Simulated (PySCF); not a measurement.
KI, SMILES [K][I]. Atoms are numbered in the order given.

```xyz
2

K      0.0000     0.0000    -2.2717
I      0.0000     0.0000     0.8144
```

Geometry optimised at r2SCAN-D4/def2-TZVPD. The def2 effective core potentials stand for the cores of I; spin–orbit coupling is left out.

The numbers are results of PySCF with IEF-PCM-M06-2X/def2-TZVPD, not measurements.

The values are the electrostatic part of the solvation free energy, E(continuum) − E(gas) at the gas-phase geometry, in a cavity of scaled van der Waals radii (PySCF's table); cavitation and dispersion terms are not included. A continuum can't describe solvent molecules that bind to the metal. In vacuum the orbital gap is 5.01 eV. The dipole moment in vacuum is 11.29 D.

```json
[
 {"solvent": "water", "ε": "78.36", "ΔG(elec) (kcal/mol)": "-18.0", "dipole (D)": "13.18", "gap (eV)": "7.07"},
 {"solvent": "ethylethanoate", "ε": "5.99", "ΔG(elec) (kcal/mol)": "-14.1", "dipole (D)": "12.80", "gap (eV)": "6.65"},
 {"solvent": "dichloromethane", "ε": "8.93", "ΔG(elec) (kcal/mol)": "[?]", "dipole (D)": "[?]", "gap (eV)": "[?]"}
]
```

**Question.** What belongs in the gaps? (The exact figures need the calculation; the answer reports its results.)

**Answer.** 
- dichloromethane, ΔG(elec) (kcal/mol): -15.4
- dichloromethane, dipole (D): 12.93
- dichloromethane, gap (eV): 6.79
